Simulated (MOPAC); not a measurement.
A run for MOPAC: PM3 on I2, a point of a bond scan (R = 3.638 Å).

```
PM3 1SCF PRECISE CHARGE=0 THREADS=1
I2

I     -0.00000000 1    -0.00000000 1    -1.34740410 1
I      0.00000000 1     0.00000000 1     2.29058697 1
```

Output:

```
*******************************************************************************
 **                                                                           **
 **                              MOPAC v23.2.5                                **
 **                                                                           **
 *******************************************************************************
 ** MOPAC's Digital Object Identifier: https://doi.org/10.5281/zenodo.6511958 **
 **                                                                           **
 ** Please cite the open-source release paper for use of this MOPAC version:  **
 ** J. E. Moussa and J. J. P. Stewart (2026)                                  **
 ** MOPAC: An open-source semiempirical molecular orbital program             **
 ** J. Open Source Softw., 11(119), 8025, https://doi.org/10.21105/joss.08025 **
 *******************************************************************************

                              PM3 CALCULATION RESULTS

 *******************************************************************************
 *  PM3        - The PM3 Hamiltonian to be used
 *
 *
 *
 *                 CHARGE ON SYSTEM = 0
 *
 *
 *
 *  PRECISE    - TIGHTER CRITERIA TO BE USED
 *  1SCF       - DO 1 SCF AND THEN STOP
 *  THREADS=1  - MULTI-THREADING NOT USED
 *  T=         - A TIME OF 172800.0 SECONDS REQUESTED
 *  DUMP=N     - RESTART FILE WRITTEN EVERY 7200.0 SECONDS REQUESTED
 *******************************************************************************
PM3 1SCF PRECISE CHARGE=0 THREADS=1
 I2

   ATOM   CHEMICAL          X               Y               Z
  NUMBER   SYMBOL      (ANGSTROMS)     (ANGSTROMS)     (ANGSTROMS)

     1       I         -0.00000000  *  -0.00000000  *  -1.34740410  *
     2       I          0.00000000  *   0.00000000  *   2.29058697  *



          CARTESIAN COORDINATES

    NO.       ATOM           X           Y           Z

     1         I         -0.0000     -0.0000     -1.3474
     2         I          0.0000      0.0000      2.2906

  I: (PM3): J. J. P. STEWART, J. COMP. CHEM. 10, 209 (1989).

           Empirical Formula: I2  =     2 atoms



      MOLECULAR POINT GROUP   :   D*h


      RHF CALCULATION, NO. OF DOUBLY OCCUPIED LEVELS = 7


 -------------------------------------------------------------------------------
 PM3 1SCF PRECISE CHARGE=0 THREADS=1
 I2



     1SCF WAS SPECIFIED, SO BFGS WAS NOT USED
     SCF FIELD WAS ACHIEVED


                              PM3 CALCULATION
                                                       MOPAC v23.2.5 Linux




          FINAL HEAT OF FORMATION =         80.08768 KCAL/MOL =     335.08687 KJ/MOL


          COSMO AREA              =        117.77 SQUARE ANGSTROMS
          COSMO VOLUME            =        104.14 CUBIC ANGSTROMS

          IONIZATION POTENTIAL    =          9.644156 EV
          HOMO LUMO ENERGIES (EV) =         -9.644 -5.390
          NO. OF FILLED LEVELS    =          7
          MOLECULAR WEIGHT        =        253.8090         POINT GROUP:  D*h

          MOLECULAR DIMENSIONS (Angstroms)

            Atom       Atom       Distance
            I     2    I     1     3.63799
            I     2    I     1     0.00000
            I     1    I     2     0.00000


          SCF CALCULATIONS        =          1





   ATOM   CHEMICAL          X               Y               Z
  NUMBER   SYMBOL      (ANGSTROMS)     (ANGSTROMS)     (ANGSTROMS)

     1       I         -0.00000000  *  -0.00000000  *  -1.34740410  *
     2       I          0.00000000  *   0.00000000  *   2.29058697  *

                             CARTESIAN COORDINATES

   1    I       -0.000000000    -0.000000000    -1.347404100
   2    I        0.000000000     0.000000000     2.290586970


           Empirical Formula: I2  =     2 atoms



      MOLECULAR POINT GROUP   :   D*h


                  EIGENVALUES
 -14.60284 -14.59692 -10.11487  -9.73278  -9.73278  -9.64416  -9.64416  -5.39015


              NET ATOMIC CHARGES AND DIPOLE CONTRIBUTIONS

  ATOM NO.   TYPE          CHARGE      No. of ELECS.   s-Pop       p-Pop
    1          I          -0.000000        7.0000     1.99982     5.00018
    2          I           0.000000        7.0000     1.99982     5.00018
 DIPOLE           X         Y         Z       TOTAL
 POINT-CHG.     0.000     0.000     0.000     0.000
 HYBRID        -0.000    -0.000    -0.000     0.000
 SUM           -0.000    -0.000     0.000     0.000


          ATOMIC ORBITAL ELECTRON POPULATIONS

     Atom    s        px        py        pz
    1  I   1.99982   2.00000   2.00000   1.00018
    2  I   1.99982   2.00000   2.00000   1.00018

 **********************
 *                    *
 * JOB ENDED NORMALLY *
 *                    *
 **********************




 == MOPAC DONE ==
```

The run finished.

Cost: very roughly 0.03 core-seconds.
